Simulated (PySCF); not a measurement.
Compound: C5H9NO2.
Cartesian coordinates in Å at the PBE0-D3(BJ)/def2-SVP level; atoms count from 1:
```
atom  x, y, z in Å
C1    -2.4032    1.9699   -0.1655
C2    -1.7243    1.1025    0.5916
N3    -0.4941    0.5572    0.2645
C4     0.1617   -0.3425    1.0580
O5    -0.2564   -0.7594    2.1155
C6     1.4777   -0.8258    0.4571
O7     1.9938    0.0158   -0.5319
C8     2.7104    1.1085   -0.0208
H9    -3.3685    2.3470    0.1727
H10   -2.0252    2.3227   -1.1295
H11   -2.0953    0.7417    1.5549
H12   -0.0347    0.8041   -0.6071
H13    2.1830   -0.9876    1.2918
H14    1.2864   -1.8080   -0.0059
H15    3.5886    0.7759    0.5628
H16    3.0609    1.7052   -0.8738
H17    2.0867    1.7517    0.6286
```

Computed with PySCF at B3LYP/def2-SVPD, non-relativistic, on one gas-phase PBE0-D3(BJ)/def2-SVP geometry that isn't relaxed in the solvent. The solvent is an IEF-PCM continuum (van der Waals radii × 1.2), and excitations are vertical TDDFT with non-equilibrium linear response and a frozen core. Specific hydrogen bonds and non-electrostatic terms are outside this model.

```tsv
run	E − E(gas) (kJ/mol)	HOMO (eV)	HOMO–LUMO gap (eV)	dipole (D)	lowest singlet (eV)	static polarisability (au)
gas	0.00	-6.59	5.84	3.05	5.10	82.8
P	-13.87	-6.56	5.83	3.42	5.15	92.8
Q	-35.16	-6.55	5.81	4.05	5.22	111.6
```

The runs were made in cyclohexane and dimethylsulfoxide. Which run belongs to which solvent?

P = cyclohexane, Q = dimethylsulfoxide. The dielectric constants are 2.017 (cyclohexane), 46.83 (dimethylsulfoxide), and the energy falls further as ε rises. The optical constants n² used for the excitations are 2.04, 2.19 in the same order. In this model the ground state sees the solvent through ε alone.

How constant is the ratio of the lowering to (ε − 1)/(2ε + 1)?

| solvent | (ε − 1)/(2ε + 1) | E − E(gas) (kJ/mol) | ratio (kJ/mol) | polarisation term (kJ/mol) |
| --- | --- | --- | --- | --- |
| cyclohexane | 0.202 | -13.87 | -68.7 | -14.76 |
| dimethylsulfoxide | 0.484 | -35.16 | -72.6 | -41.28 |

The ratio changes by +5.7 % in size from cyclohexane to dimethylsulfoxide. The polarisation term is half the interaction of the solute with the induced surface charges.
